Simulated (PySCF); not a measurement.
H3OSi, SMILES [SiH3][O] (connectivity only; charge and spin as stated), charge -1, multiplicity 1.

Geometry: PBE0-D3(BJ)/def2-TZVPD. The multiplicity is an assumed one; other spin states were not compared. The isomer is the one that the SMILES or the coordinates give; other isomers of the formula were not compared.

Calculation: PySCF with HF/def2-TZVPD.

Gas-phase values at a fixed geometry.

```
Quantity                                                           Value
------------------------------------------------  ----------------------
total energy                                          -365.61635 hartree
point group                                                          C3v
highest occupied level                                          -4.84 eV
lowest empty level                                               5.66 eV
orbital gap                                                     10.50 eV
dipole moment about the centre of nuclear charge                  2.23 D
mean static polarisability                          40.5 bohr³ (6.00 Å³)
polarisability, principal values                  40.1, 40.1, 41.3 bohr³
```
